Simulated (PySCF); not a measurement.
Computed IR spectrum (relative IR intensity) of a molecule C2H8GaN. Geometry: TPSSh-D3(BJ)/def2-SVP. Other conformers were not sampled. Computed with TPSSh-D3(BJ)/def2-SVP run with PySCF. Frequencies are harmonic and unscaled.

Lines under 2 % of the strongest are left out, and lines within 2 cm⁻¹ are merged.

ν (cm⁻¹): 146 (w), 319 (vs), 532 (vw), 582 (m), 693 (m), 719 (m), 747 (s), 769 (m), 1231 (vw), 1233 (vw), 1457 (vw), 1537 (w), 3025 (m), 3113 (w), 3129 (m), 3549 (w), 3651 (w) (against the strongest line: vs over 80 %, s over 45 %, m over 15 %, w over 4 %, vw less)

Problem. Identify the compound among the candidates.
A) [CH3][Ga]([CH3])[NH2]
B) C[CH2][GaH][NH2]
C) C[N](C)[GaH2]

Solution. A, [CH3][Ga]([CH3])[NH2]
